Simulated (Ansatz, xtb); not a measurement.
## Isomers of C3H9BrSi in order of energy

3 gas-phase structures of C3H9BrSi, from a drawn sample of its isomers (lower ones may exist). Each was relaxed with GFN2-xTB; where two conformers were screened, the lower at r2SCAN-D4/def2-SVP//GFN2-xTB is listed:

A. `C[Si](C)(C)Br`, a singlet
B. `CC(C)[SiH2]Br`, a singlet
C. `C[C@H]([SiH3])CBr`, a singlet

**Question.** Which do you expect lowest at r2SCAN-D4/def2-SVP//GFN2-xTB, and how would the others follow?

**Answer.** Calculated order at r2SCAN-D4/def2-SVP//GFN2-xTB: A (0.0), B (24.7), C (59.2) kcal/mol.

Energies above the lowest of each column, in kcal/mol; the last columns are at r2SCAN-D4/def2-SVP geometries:

```json
{"structure": "A", "GFN2-xTB": "11.2", "HF/STO-3G": "0.0", "r2SCAN-D4/def2-SVP//GFN2-xTB": "0.0", "r2SCAN-D4/def2-SVP": "0.0", "CCSD(T)/def2-SVP + ΔMP2/def2-TZVPP": "0.0"}
{"structure": "B", "GFN2-xTB": "0.0", "HF/STO-3G": "24.6", "r2SCAN-D4/def2-SVP//GFN2-xTB": "24.7", "r2SCAN-D4/def2-SVP": "24.4", "CCSD(T)/def2-SVP + ΔMP2/def2-TZVPP": "25.1"}
{"structure": "C", "GFN2-xTB": "31.8", "HF/STO-3G": "59.2", "r2SCAN-D4/def2-SVP//GFN2-xTB": "59.2", "r2SCAN-D4/def2-SVP": "59.1", "CCSD(T)/def2-SVP + ΔMP2/def2-TZVPP": "59.3"}
```

CCSD(T)/def2-SVP + ΔMP2/def2-TZVPP puts A lowest; GFN2-xTB picks B. Flexible structures stand in one conformer each, not always the lowest. The ΔMP2 step shifts differences by up to 5.5 kcal/mol, which makes them less sure. ΔMP2 is the change of the MP2 energy from the smaller to the larger basis.

Programs: Ansatz 0.2.0, xtb 6.7.1.
